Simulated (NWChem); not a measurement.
System: BNH₃, doublet; SMILES [NH]B

Output (shortened):

```
             Northwest Computational Chemistry Package (NWChem) 7.3.0
             --------------------------------------------------------

 CS  symmetry detected

                             Geometry "geometry" -> ""
                             -------------------------

 Output coordinates in angstroms (scale by  1.889725989 to convert to a.u.)

  No.       Tag          Charge          X              Y              Z
 ---- ---------------- ---------- -------------- -------------- --------------
    1 B                    5.0000     0.00081391     0.67130093     0.00000000
    2 N                    7.0000    -0.06262846    -0.63259848     0.00000000
    3 H                    1.0000    -0.95987292     1.35358039     0.00000000
    4 H                    1.0000     1.03622735     1.25268607     0.00000000
    5 H                    1.0000     0.35797526    -1.53458176     0.00000000

 Effective nuclear repulsion energy (a.u.)      27.5804644444

      Symmetry information
      --------------------

 Group name             Cs
 Group number              2
 Group order               2
 No. of unique centers     5

                                Z-matrix (autoz)
                                --------

 Units are Angstrom for bonds and degrees for angles

      Type          Name      I     J     K     L     M      Value
      ----------- --------  ----- ----- ----- ----- ----- ----------
    1 Stretch                  1     2                       1.30544
    2 Stretch                  1     3                       1.17831
    3 Stretch                  1     4                       1.18747
    4 Stretch                  2     5                       0.99523
    5 Bend                     1     2     5               152.21432
    6 Bend                     2     1     3               122.59678
    7 Bend                     2     1     4               122.09981
    8 Bend                     3     1     4               115.30341
    9 Torsion                  3     1     2     5         180.00000
   10 Torsion                  4     1     2     5           0.00000

                           NWChem Geometry Optimization
                           ----------------------------

 maximum gradient threshold         (gmax) =   0.000450
 rms gradient threshold             (grms) =   0.000300
 maximum cartesian step threshold   (xmax) =   0.001800
 rms cartesian step threshold       (xrms) =   0.001200
 fixed trust radius                (trust) =   0.050000
 source of zmatrix                         =   autoz

          -------------------
          Energy Minimization
          -------------------

 Using diagonal initial Hessian
 Scaling for Hessian diagonals: bonds = 1.00  angles = 0.25  torsions = 0.10

          --------
          Step   0

                                 NWChem DFT Module
                                 -----------------

 Summary of "ao basis" -> "ao basis" (spherical)
 ------------------------------------------------------------------------------
       Tag                 Description            Shells   Functions and Types
 ---------------- ------------------------------  ------  ---------------------
 B                          def2-svp                 6       14   3s2p1d
 N                          def2-svp                 6       14   3s2p1d
 H                          def2-svp                 3        5   2s1p

      Symmetry analysis of basis
      --------------------------

        a'         32
        a"         11

            General Information
            -------------------
          SCF calculation type: DFT
          Wavefunction type:  spin polarized.
          No. of atoms     :     5
          No. of electrons :    15
           Alpha electrons :     8
            Beta electrons :     7
          Charge           :     0
          Spin multiplicity:     2
          Use of symmetry is: on ; symmetry adaption is: on
          Maximum number of iterations: 150
          AO basis - number of functions:    43
                     number of shells:    21
          Convergence on energy requested:  1.00D-06
          Convergence on density requested:  1.00D-05
          Convergence on gradient requested:  5.00D-04

              XC Information
              --------------
                         B3LYP Method XC Potential
                     Hartree-Fock (Exact) Exchange  0.200
                        Slater Exchange Functional  0.800 local
                    Becke 1988 Exchange Functional  0.720 non-local
              Lee-Yang-Parr Correlation Functional  0.810
                  VWN I RPA Correlation Functional  0.190 local

             Grid Information
             ----------------
          Grid used for XC integration:  medium
          Radial quadrature: Mura-Knowles
          Angular quadrature: Lebedev.
          Tag              B.-S. Rad. Rad. Pts. Rad. Cut. Ang. Pts.
          ---              ---------- --------- --------- ---------
          B                   0.85       49           8.0       434
          N                   0.65       49           7.0       434
          H                   0.35       45          10.0       434
          Grid pruning is: on
          Number of quadrature shells:   233
          Spatial weights used:  Erf1

      Superposition of Atomic Density Guess
      -------------------------------------

 Sum of atomic energies:         -80.24601328

      Non-variational initial energy
      ------------------------------

 Total energy =     -81.011794
 1-e energy   =    -161.353583
 2-e energy   =      52.761325
 HOMO         =      -0.268583
 LUMO         =       0.039023

   Symmetry analysis of molecular orbitals - initial alpha
   -------------------------------------------------------

  Numbering of irreducible representations:

     1 a'          2 a"

  Orbital symmetries:

     1 a'          2 a'          3 a'          4 a'          5 a'
     6 a'          7 a"          8 a'          9 a"         10 a'
    11 a'         12 a'         13 a'         14 a'         15 a'
    16 a"         17 a'         18 a'

   Symmetry analysis of molecular orbitals - initial beta
   ------------------------------------------------------

  Numbering of irreducible representations:

     1 a'          2 a"

  Orbital symmetries:

     1 a'          2 a'          3 a'          4 a'          5 a'
     6 a'          7 a"          8 a'          9 a"         10 a'
    11 a'         12 a'         13 a'         14 a'         15 a'
    16 a"         17 a'         18 a'

   convergence    iter        energy       DeltaE   RMS-Dens  Diis-err
 ---------------- ----- ----------------- --------- --------- ---------
 d= 0,ls=0.0,diis     1    -81.2506252756 -1.09D+02  8.23D-03  5.61D-02
                                                     8.67D-03  6.66D-02
 d= 0,ls=0.0,diis     2    -81.2243342550  2.63D-02  7.08D-03  1.44D-01
                                                     4.92D-03  1.10D-01
 d= 0,ls=0.0,diis     3    -81.2896800349 -6.53D-02  7.27D-04  4.48D-03
                                                     1.22D-03  6.79D-03
 d= 0,ls=0.0,diis     4    -81.2927641221 -3.08D-03  3.84D-04  2.00D-04
                                                     2.68D-04  5.75D-05
 d= 0,ls=0.0,diis     5    -81.2929045432 -1.40D-04  2.27D-04  4.13D-05
                                                     1.04D-04  9.70D-06
  Resetting Diis
 d= 0,ls=0.0,diis     6    -81.2929315271 -2.70D-05  7.94D-05  4.55D-06
                                                     4.07D-05  1.50D-06
 d= 0,ls=0.0,diis     7    -81.2929353176 -3.79D-06  1.54D-05  2.45D-07
                                                     1.79D-05  2.02D-07
 d= 0,ls=0.0,diis     8    -81.2929355777 -2.60D-07  9.41D-06  1.62D-07
                                                     6.38D-06  8.95D-08

         Total DFT energy =      -81.292935577731
      One electron energy =     -163.243255918094
           Coulomb energy =       66.437895678361
    Exchange-Corr. energy =      -12.068039782401
 Nuclear repulsion energy =       27.580464444402

 Numeric. integr. density =       15.000000389755

                  Occupations of the irreducible representations
                  ----------------------------------------------

                     irrep           alpha         beta
                     --------     --------     --------
                     a'                7.0          6.0
                     a"                1.0          1.0

                    DFT Final Alpha Molecular Orbital Analysis
                    ------------------------------------------

 Vector    6  Occ=1.000000D+00  E=-4.044263D-01  Symmetry=a'
              MO Center= -3.0D-01,  3.1D-01, -5.1D-17, r^2= 1.7D+00
   Bfn.  Coefficient  Atom+Function         Bfn.  Coefficient  Atom+Function
  ----- ------------  ---------------      ----- ------------  ---------------
    18      0.371917  2 N  px                 4      0.297295  1 B  px
    29      0.295394  3 H  s                 21     -0.220707  2 N  px
     5     -0.183295  1 B  py                19      0.175644  2 N  py
    34     -0.109131  4 H  s                  7     -0.106855  1 B  px
    30      0.084795  3 H  s                 17      0.070112  2 N  s

 Vector    7  Occ=1.000000D+00  E=-3.198670D-01  Symmetry=a"
              MO Center= -4.6D-02, -4.0D-01,  1.7D-15, r^2= 1.1D+00
   Bfn.  Coefficient  Atom+Function         Bfn.  Coefficient  Atom+Function
  ----- ------------  ---------------      ----- ------------  ---------------
    20      0.555478  2 N  pz                23     -0.388305  2 N  pz
     6      0.245094  1 B  pz                 9     -0.118684  1 B  pz
    11      0.031530  1 B  d -1

 Vector    8  Occ=1.000000D+00  E=-2.777424D-01  Symmetry=a'
              MO Center= -2.8D-02,  2.8D-01, -1.4D-16, r^2= 2.2D+00
   Bfn.  Coefficient  Atom+Function         Bfn.  Coefficient  Atom+Function
  ----- ------------  ---------------      ----- ------------  ---------------
    18      0.456794  2 N  px                21     -0.326770  2 N  px
    34      0.295072  4 H  s                 35      0.282633  4 H  s
    29     -0.269610  3 H  s                 30     -0.264415  3 H  s
     4     -0.233223  1 B  px                17      0.121701  2 N  s
    19      0.104141  2 N  py                39     -0.099036  5 H  s

 Vector    9  Occ=0.000000D+00  E= 1.725292D-02  Symmetry=a"
              MO Center= -1.6D-04,  5.9D-01,  9.6D-15, r^2= 2.5D+00
   Bfn.  Coefficient  Atom+Function         Bfn.  Coefficient  Atom+Function
  ----- ------------  ---------------      ----- ------------  ---------------
     9      0.722631  1 B  pz                 6     -0.470000  1 B  pz
    23     -0.441537  2 N  pz                20      0.320887  2 N  pz
    38      0.026260  4 H  pz                33      0.025461  3 H  pz

[...]

      ----------------------
      Optimization converged
      ----------------------

  Step       Energy      Delta E   Gmax     Grms     Xrms     Xmax
  ---- ---------------- -------- -------- -------- -------- --------
@   11     -81.29628817 -3.5D-08  0.00002  0.00001  0.00032  0.00078
                                     ok       ok       ok       ok

                                Z-matrix (autoz)
                                --------

 Units are Angstrom for bonds and degrees for angles

      Type          Name      I     J     K     L     M      Value     Gradient
      ----------- --------  ----- ----- ----- ----- ----- ---------- ----------
    1 Stretch                  1     2                       1.33167    0.00002
    2 Stretch                  1     3                       1.22033    0.00000
    3 Stretch                  1     4                       1.22104    0.00000
    4 Stretch                  2     5                       1.00476   -0.00001
    5 Bend                     1     2     5               178.38223   -0.00001
    6 Bend                     2     1     3               120.80746   -0.00000
    7 Bend                     2     1     4               120.62709   -0.00000
    8 Bend                     3     1     4               118.56546    0.00001
    9 Torsion                  3     1     2     5         180.00000    0.00000
   10 Torsion                  4     1     2     5           0.00000    0.00000

                         Geometry "geometry" -> "geometry"
                         ---------------------------------

 Output coordinates in angstroms (scale by  1.889725989 to convert to a.u.)

  No.       Tag          Charge          X              Y              Z
 ---- ---------------- ---------- -------------- -------------- --------------
    1 B                    5.0000     0.04757765     0.70549799     0.00000000
    2 N                    7.0000     0.10463492    -0.62495341     0.00000000
    3 H                    1.0000    -1.02637252     1.28501354     0.00000000
    4 H                    1.0000     1.07066720     1.37200280     0.00000000
    5 H                    1.0000     0.17600788    -1.62717378     0.00000000

 Effective nuclear repulsion energy (a.u.)      26.9903204025

      Symmetry information
      --------------------

 Group name             Cs
 Group number              2
 Group order               2
 No. of unique centers     5

                Final and change from initial internal coordinates
                --------------------------------------------------

                                Z-matrix (autoz)
                                --------

 Units are Angstrom for bonds and degrees for angles

      Type          Name      I     J     K     L     M      Value       Change
      ----------- --------  ----- ----- ----- ----- ----- ---------- ----------
    1 Stretch                  1     2                       1.33167    0.02623
    2 Stretch                  1     3                       1.22033    0.04202
    3 Stretch                  1     4                       1.22104    0.03357
    4 Stretch                  2     5                       1.00476    0.00953
    5 Bend                     1     2     5               178.38223   26.16791
    6 Bend                     2     1     3               120.80746   -1.78932
    7 Bend                     2     1     4               120.62709   -1.47272
    8 Bend                     3     1     4               118.56546    3.26204
    9 Torsion                  3     1     2     5         180.00000    0.00000
   10 Torsion                  4     1     2     5           0.00000    0.00000

 ==============================================================================
                                internuclear distances
 ------------------------------------------------------------------------------
       center one      |      center two      | atomic units |  angstroms
 ------------------------------------------------------------------------------
    2 N                |   1 B                |     2.51650  |     1.33167
    3 H                |   1 B                |     2.30609  |     1.22033
    4 H                |   1 B                |     2.30743  |     1.22104
    5 H                |   2 N                |     1.89872  |     1.00476
 ------------------------------------------------------------------------------
                         number of included internuclear distances:          4
 ==============================================================================
```

Level: B3LYP/def2-SVP, spin-unrestricted. In the optimisation the excess spin sits in a' (Cs, its own frame). No stability test was run on the SCF state.

### Question
Reconstruct the input file.

### Answer
One answer among several that fit: the input that was run:
```
start job
memory heap 200 mb stack 900 mb global 1100 mb
geometry units angstroms
  B     -0.673946     0.148625     0.013793
  N      0.593152    -0.164218    -0.013965
  H     -1.528768    -0.661545    -0.022654
  H     -1.044566     1.274951     0.077982
  H      1.559316     0.074499    -0.009204
end
basis spherical
  * library def2-svp
end
dft
  odft
  mult 2
  xc b3lyp
  iterations 150
end
driver
  maxiter 150
  trust 0.05
end
task dft optimize
```
